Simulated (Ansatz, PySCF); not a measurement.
Breaking a bond: BeO, singlet.

Computed with: UKS-PBE = Ansatz (an electronic-structure program) with unrestricted PBE/cc-pVDZ; RKS-PBE = Ansatz with restricted PBE/cc-pVDZ; UKS-CAM-B3LYP = unrestricted CAM-B3LYP/cc-pVDZ (Ansatz); RKS-CAM-B3LYP = restricted CAM-B3LYP/cc-pVDZ run with Ansatz; UKS-B3LYP/6-31G* = unrestricted B3LYP/6-31G*, spherical d (PySCF); RKS-B3LYP/6-31G* = restricted B3LYP/6-31G*, spherical d in PySCF 2.14.0; UKS-B3LYP/3-21G = unrestricted B3LYP/3-21G run with PySCF 2.14.0; RKS-B3LYP/3-21G = restricted B3LYP/3-21G (PySCF).

Scanned distances (Å): 1.06, 1.14, 1.19, 1.26, 1.27, 1.32, 1.35, 1.42, 1.44, 1.55, 1.61.

Task: Where does the unrestricted solution first break spin symmetry (<S²> of 0.01 or more)?

Result: UKS-PBE: between 1.44 and 1.55 Å; UKS-CAM-B3LYP: between 1.44 and 1.55 Å; UKS-B3LYP/6-31G*: between 1.44 and 1.55 Å; UKS-B3LYP/3-21G: between 1.44 and 1.55 Å.

```
R / Å  <S²> UKS-PBE  E(RKS-PBE) − E(UKS-PBE) / mEh  <S²> UKS-CAM-B3LYP  E(RKS-CAM-B3LYP) − E(UKS-CAM-B3LYP) / mEh  <S²> UKS-B3LYP/6-31G*  E(RKS-B3LYP/6-31G*) − E(UKS-B3LYP/6-31G*) / mEh  <S²> UKS-B3LYP/3-21G  E(RKS-B3LYP/3-21G) − E(UKS-B3LYP/3-21G) / mEh
-----  ------------  -----------------------------  ------------------  -----------------------------------------  ---------------------  -----------------------------------------------  --------------------  ---------------------------------------------
1.06           0.00                            0.0                0.00                                        0.0                   0.00                                              0.0                  0.00                                            0.0
1.14           0.00                            0.0                0.00                                        0.0                   0.00                                              0.0                  0.00                                            0.0
1.19           0.00                            0.0                0.00                                        0.0                   0.00                                              0.0                  0.00                                            0.0
1.26           0.00                            0.0                0.00                                        0.0                   0.00                                              0.0                  0.00                                            0.0
1.27           0.00                            0.0                0.00                                        0.0                   0.00                                              0.0                  0.00                                            0.0
1.32           0.00                            0.0                0.00                                        0.0                   0.00                                              0.0                  0.00                                            0.0
1.35           0.00                            0.0                0.00                                        0.0                   0.00                                              0.0                  0.00                                            0.0
1.42           0.00                            0.0                0.00                                        0.0                   0.00                                              0.0                  0.00                                            0.0
1.44           0.00                            0.0                0.00                                        0.0                   0.00                                              0.0                  0.00                                            0.0
1.55           0.19                            0.7                0.94                                        4.8                   0.60                                              2.3                  0.22                                            0.4
1.61           0.37                            1.7                1.00                                       14.3                   0.84                                              7.6                  0.81                                            4.5
```
